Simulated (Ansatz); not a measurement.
# Nudged elastic band run: CH4BBrFN

Input file:

```yaml
crystal:
  periodic: [false, false, false]
  atoms:
    - { symbol: B, position_ang: [0.014516, -1.305411, -0.247494] }
    - { symbol: Br, position_ang: [1.071776, -2.658545, -1.135204] }
    - { symbol: "N", position_ang: [0.423411, 0.022317, -0.252722] }
    - { symbol: C, position_ang: [-0.274077, 1.121628, 0.371088] }
    - { symbol: H, position_ang: [1.283818, 0.258097, -0.730854] }
    - { symbol: F, position_ang: [-1.105157, -1.683141, 0.361954] }
    - { symbol: H, position_ang: [0.342178, 1.611041, 1.143392] }
    - { symbol: H, position_ang: [-1.185661, 0.746328, 0.854273] }
    - { symbol: H, position_ang: [-0.570806, 1.887684, -0.364333] }
basis:
  gaussian: { orbitals: def2-SVP }
hamiltonian:
  xc: pbe0
neb:
  order_check: false
  images: 1
  f_tol: 0.03
  max_iterations: 60
  climbing: true
  final_atoms:
    - { symbol: B, position_ang: [-0.96463493, -1.35659221, 0.35068488] }
    - { symbol: Br, position_ang: [2.29392013, -0.9645225, -1.59102607] }
    - { symbol: "N", position_ang: [-0.5236432, -0.19334116, 0.28857541] }
    - { symbol: C, position_ang: [-0.19728868, 1.17716305, 0.33356791] }
    - { symbol: H, position_ang: [1.09137983, -0.78553864, -0.81166652] }
    - { symbol: F, position_ang: [-1.38889762, -2.57728869, 0.39253455] }
    - { symbol: H, position_ang: [0.76822528, 1.34393318, 0.83977093] }
    - { symbol: H, position_ang: [-0.96443879, 1.75221096, 0.87763656] }
    - { symbol: H, position_ang: [-0.11462402, 1.60397402, -0.67997765] }
  initial_path:
    images:
      - { positions_ang: [[0.014516, -1.305411, -0.247494], [1.071776, -2.658545, -1.135204], [0.423411, 0.022317, -0.252722], [-0.274077, 1.121628, 0.371088], [1.283818, 0.258097, -0.730854], [-1.105157, -1.683141, 0.361954], [0.342178, 1.611041, 1.143392], [-1.185661, 0.746328, 0.854273], [-0.570806, 1.887684, -0.364333]] }
      - { positions_ang: [[-0.2761575, -1.32423889, -0.05535968], [1.52910403, -2.16267511, -1.35769056], [0.15715166, -0.05760741, -0.08136443], [-0.278312, 1.22548724, 0.3933204], [1.25268401, -0.26151509, -0.81148721], [-1.21701659, -2.10316474, 0.37256816], [0.47062147, 1.64691948, 1.06659413], [-1.22642132, 1.1338219, 0.92554112], [-0.41165577, 1.90297062, -0.45202193]] }
      - { positions_ang: [[-0.96463493, -1.35659221, 0.35068488], [2.29392013, -0.9645225, -1.59102607], [-0.5236432, -0.19334116, 0.28857541], [-0.19728868, 1.17716305, 0.33356791], [1.09137983, -0.78553864, -0.81166652], [-1.38889762, -2.57728869, 0.39253455], [0.76822528, 1.34393318, 0.83977093], [-0.96443879, 1.75221096, 0.87763656], [-0.11462402, 1.60397402, -0.67997765]] }
```

Run as:

```bash
$ ansatz run input.yaml --threads 2 --pin off --max-ram 3072MiB --backend cpu --events-out ev --progress --plain --runs-dir out
```

Output, in part (warnings, iteration lines, the closing report on the highest movable image, with atoms numbered from 0):

```
NEB end point (image 0): max|allowed force component| = 1.592e-2 eV/Å (the criterion of neb.relax_end_points is 1.000e-2)
NEB end point (image 2): max|allowed force component| = 2.149e-2 eV/Å (the criterion of neb.relax_end_points is 1.000e-2)
NEB iter   1: max|band force component| = 4.154e0 eV/Å  barrier→ = 2.6705 eV  barrier← = 0.0000 eV  Δτ_max = 0.2000 Å  (78 SCF iters)
NEB iter   2: max|band force component| = 3.571e0 eV/Å  barrier→ = 2.8078 eV  barrier← = 0.1373 eV  Δτ_max = 0.2000 Å  (31 SCF iters)
NEB iter   3: max|band force component| = 2.424e0 eV/Å  barrier→ = 2.6705 eV  barrier← = 0.0000 eV  Δτ_max = 0.1987 Å  (30 SCF iters)
NEB iter   4: max|band force component| = 9.542e-1 eV/Å  barrier→ = 2.6705 eV  barrier← = 0.0000 eV  Δτ_max = 0.1120 Å  (31 SCF iters)
NEB iter   5: max|band force component| = 9.825e-1 eV/Å  barrier→ = 2.6705 eV  barrier← = 0.0000 eV  Δτ_max = 0.0564 Å  (30 SCF iters)
NEB iter   6: max|band force component| = 5.740e-1 eV/Å  barrier→ = 2.6705 eV  barrier← = 0.0000 eV  Δτ_max = 0.0556 Å  (30 SCF iters)
NEB iter   7: max|band force component| = 6.047e-1 eV/Å  barrier→ = 2.6705 eV  barrier← = 0.0000 eV  Δτ_max = 0.0279 Å  (30 SCF iters)
NEB iter   8: max|band force component| = 1.538e0 eV/Å  barrier→ = 1.7743 eV  barrier← = -0.8963 eV  CI = image 1  Δτ_max = 0.0560 Å  (31 SCF iters)
NEB iter   9: max|band force component| = 1.604e0 eV/Å  barrier→ = 1.7197 eV  barrier← = -0.9509 eV  CI = image 1  Δτ_max = 0.1110 Å  (31 SCF iters)
NEB iter  10: max|band force component| = 2.651e0 eV/Å  barrier→ = 2.0481 eV  barrier← = -0.6224 eV  CI = image 1  Δτ_max = 0.2000 Å  (29 SCF iters)
NEB iter  11: max|band force component| = 3.703e0 eV/Å  barrier→ = 3.4173 eV  barrier← = 0.7468 eV  CI = image 1  Δτ_max = 0.0991 Å  (36 SCF iters)
NEB iter  12: max|band force component| = 2.232e0 eV/Å  barrier→ = 3.2896 eV  barrier← = 0.6191 eV  CI = image 1  Δτ_max = 0.1959 Å  (31 SCF iters)
NEB iter  13: max|band force component| = 1.104e0 eV/Å  barrier→ = 3.1644 eV  barrier← = 0.4938 eV  CI = image 1  Δτ_max = 0.0724 Å  (36 SCF iters)
NEB iter  14: max|band force component| = 5.115e-1 eV/Å  barrier→ = 3.0636 eV  barrier← = 0.3930 eV  CI = image 1  Δτ_max = 0.0378 Å  (31 SCF iters)
NEB iter  15: max|band force component| = 4.860e-1 eV/Å  barrier→ = 3.0597 eV  barrier← = 0.3891 eV  CI = image 1  Δτ_max = 0.0184 Å  (30 SCF iters)
NEB iter  16: max|band force component| = 3.666e-1 eV/Å  barrier→ = 3.0565 eV  barrier← = 0.3860 eV  CI = image 1  Δτ_max = 0.0142 Å  (32 SCF iters)
NEB iter  17: max|band force component| = 7.692e-2 eV/Å  barrier→ = 3.0546 eV  barrier← = 0.3841 eV  CI = image 1  Δτ_max = 0.0070 Å  (30 SCF iters)
NEB iter  18: max|band force component| = 4.655e-2 eV/Å  barrier→ = 3.0544 eV  barrier← = 0.3838 eV  CI = image 1  Δτ_max = 0.0087 Å  (25 SCF iters)
NEB iter  19: max|band force component| = 5.227e-2 eV/Å  barrier→ = 3.0541 eV  barrier← = 0.3835 eV  CI = image 1  Δτ_max = 0.0043 Å  (25 SCF iters)
NEB iter  20: max|band force component| = 4.131e-2 eV/Å  barrier→ = 3.0540 eV  barrier← = 0.3834 eV  CI = image 1  Δτ_max = 0.0087 Å  (24 SCF iters)
NEB iter  21: max|band force component| = 1.410e-2 eV/Å  barrier→ = 3.0538 eV  barrier← = 0.3833 eV  CI = image 1  Δτ_max = 0.0000 Å  (54 SCF iters)
Total energy: -76005.00900827 eV, -2793.1325630086 hartree
Atom 0 at    -0.527895    -1.308882     0.092805 Å, force     0.000012     0.012036     0.001253 eV/Å
Atom 1 at     1.797380    -1.804946    -1.427372 Å, force     0.000148    -0.000442    -0.000167 eV/Å
Atom 2 at    -0.093951    -0.101509     0.039259 Å, force     0.003924     0.008164     0.000323 eV/Å
Atom 3 at    -0.240553     1.279585     0.375277 Å, force    -0.005076    -0.014240     0.000058 eV/Å
Atom 4 at     0.957587    -0.586950    -0.694136 Å, force     0.005912    -0.000167    -0.003498 eV/Å
Atom 5 at    -1.074426    -2.456885     0.225932 Å, force    -0.005994    -0.010097     0.001897 eV/Å
Atom 6 at     0.621779     1.623559     0.966850 Å, force     0.003007     0.001718     0.001852 eV/Å
Atom 7 at    -1.154412     1.462999     0.959162 Å, force    -0.001616     0.000464     0.001308 eV/Å
Atom 8 at    -0.285511     1.893027    -0.537677 Å, force    -0.000318     0.002564    -0.003026 eV/Å
Dipole moment:    -0.667210     0.605263     0.518639 e Å
```

The forces met the threshold. Neighbouring images differ by up to 3.1 eV, so the band resolves the path poorly. Another band between the same ends (9 images) ends at a top of the same energy, where a vibrational analysis finds 1 clearly imaginary mode. So few images can step over the top or miss a turn of the path. The orbitals stay closed-shell, which can raise the energy where a bond breaks towards radicals; this wasn't checked here.

Final band (atoms are numbered from 1 in the order of the input):

```
image  path coordinate (Å)  energy (kcal/mol)  B1–Br2 (Å)  N3–H5 (Å)  Br2–H5 (Å)
    0                 0.00                0.0        1.93       1.01        2.95
    1                 2.08               70.4        2.82       1.37        1.65
    2                 3.53               61.6        3.81       2.04        1.44
```

The run took 66 s on 2 threads of Arm Neoverse V1, on a shared host, peak memory 0.26 GiB.
